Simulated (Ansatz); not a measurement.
Mulliken charges of `FB(F)[CH2][SbH2]` from PBE/def2-TZVPP in Ansatz (PBE0-D4/def2-TZVP geometry).

```csv
atom,x (Å),y (Å),z (Å),charge (e)
F1,1.969,-0.387,0.726,-0.208
B2,1.079,-0.466,-0.255,0.363
F3,1.049,-1.612,-0.921,-0.208
C4,0.119,0.692,-0.579,-0.409
Sb5,-1.704,0.455,0.611,0.334
H6,0.510,1.672,-0.306,0.141
H7,-0.219,0.702,-1.616,0.141
H8,-1.857,-1.213,0.266,-0.077
H9,-0.859,0.110,2.057,-0.077
```

Problem. By hand: the dipole of these point charges (1 e Å = 4.8032 D).

Solution. Σ q r = (-0.604, 0.535, -0.061) e Å, of length 0.809 e Å = 3.89 D.

Problem. How does the dipole of the full density compare? (An estimate is asked.)

Solution. Ansatz gave: (-0.286, 0.335, -0.090) e Å, 2.16 D; the point charges give 1.80 times that, at 11° from its direction.

Point charges leave out the atoms' own dipoles, such as those of lone pairs, and Mulliken's split depends on the basis, so the two needn't agree.
